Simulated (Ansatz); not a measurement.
Consider the cleavage of the Si–Zn bond: `Cl[SiH2][ZnH]` + `S[Si](Cl)(Cl)Cl` → `Cl[SiH2]S[Si](Cl)(Cl)Cl` + `[ZnH2]`.

Calculated with Ansatz (gas phase, PBE0-D4/def2-TZVP geometries, no zero-point term in ΔE). CCSD(T)/CBS is the MP2 limit (def2-TZVPP, def2-QZVPP) plus CCSD(T) − MP2 in def2-TZVPP, frozen cores. DFT in def2-TZVPP. For Zn outer-core shells are correlated without core-valence functions, which leaves a few kJ/mol of doubt a bond. Scalar relativity is left out up to krypton. One conformer a species, not always the lowest.

```csv
level,ΔE (kJ/mol)
r2SCAN-D4,-46.5
ωB97X-V,-44.9
PBE,-29.1
r2SCAN,-42.9
```

(1) What does CCSD(T)/CBS give? (An estimate is asked.)

Largest T1 diagnostic among the species: 0.016.

Answers

(1) Computed: -45.8 kJ/mol. The listed levels differ from it by -0.7, 0.9, 16.7, 2.9 kJ/mol.

In def2-TZVPP, CCSD(T) changes the Hartree–Fock value by −12.9 kJ/mol (the triples alone add −4.0 kJ/mol) and MP2 by −24.6 kJ/mol. From PBE to PBE0 (25 % exact exchange), in def2-TZVPP and without D4, ΔE moves by −3.1 kJ/mol. The D4 term adds −20.0 kJ/mol with B3LYP and −11.4 kJ/mol with PBE0; it sums over pairs of atoms, weighted by their polarisabilities, and B3LYP, whose exchange is more repulsive, gets the larger term.

B3LYP here is the variant with VWN-RPA as its local correlation; programs differ in this.
